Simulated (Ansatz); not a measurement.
Ansatz (a program for electronic structure) input (wB97M-V/def2-TZVPD):

Ansatz 0.2 input:
```yaml
crystal:
  periodic: [false, false, false]
  atoms:
    - {symbol: Ti, position_ang: [-0.00000000, -0.00000000, -0.07658610]}
    - {symbol: H, position_ang: [0.00000000, 0.00000000, 1.68489420]}
basis:
  gaussian:
    orbitals: def2-TZVPD
hamiltonian:
  xc: {name: wB97M-V}
total_charge: 1
magnetization: {spin_polarized: true, initial_magnetization: 2}
```

Output:

```
Functional definition: wB97M-V
integrals: 0.03 GiB planned
522 factors; their error is unknown
integrals: 0.06 GiB planned
141 factors; integrals over basis functions are off by at most 2.5e-4 eV
mean field: 0.31 GiB planned
mean field evaluation 1: about -23117.1665 eV, gradient 2.1e1 eV
mean field evaluation 2: about -23118.1378 eV, gradient 1.3e1 eV
mean field evaluation 4: about -23118.7308 eV, gradient 1.2e0 eV
mean field evaluation 8: about -23118.6101 eV, gradient 6.0e-1 eV
mean field evaluation 16: about -23119.8831 eV, gradient 2.2e-5 eV
mean field evaluation 32: about -23119.9603 eV, gradient 2.0e-5 eV
mean field evaluation 64: about -23119.5450 eV, gradient 3.9e0 eV
mean field -23119.96033351 eV, -849.6428709844 hartree, gradient 4.9e-6 eV, S^2 2.013262; 8 other end points of the search recorded, 0 dependent functions left out
reference -23119.96037789 eV, -849.6428726156 hartree; 12, 10 occupied and 45, 47 virtual orbitals, 522 factors
Total energy: -23119.96037789 eV, -849.6428726156 hartree
```

This state (charge 1, triplet) is run at the relaxed geometry of the species with charge 0 and multiplicity 4.
